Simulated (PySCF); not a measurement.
## Carbon: a sound run and one with changed settings

Sound run: C+ [He] 2s2 2p1, C(2+) [He] 2s2. Calculation: PySCF 2.14, in aug-cc-pVDZ; the non-relativistic Hamiltonian (point nucleus). The sound run starts from symmetry-adapted Hartree-Fock orbitals and uses a fine grid where one is needed.

Changed run: initial guess sap, at most 50 SCF cycles, level shift 10.0 hartree.

```csv
species,method,sound run (hartree),changed run (hartree),converged
C+,UHF,-37.29025,-37.29025,no
C+,TPSS,-37.43841,-37.43838,no
C+,MN15,-37.38698,-37.38697,no
C(2+),UHF,-36.40165,-36.40165,no
C(2+),TPSS,-36.51850,-36.51850,no
C(2+),MN15,-36.48826,-36.48826,no
```

A level shift slows the SCF but leaves a converged energy unchanged.
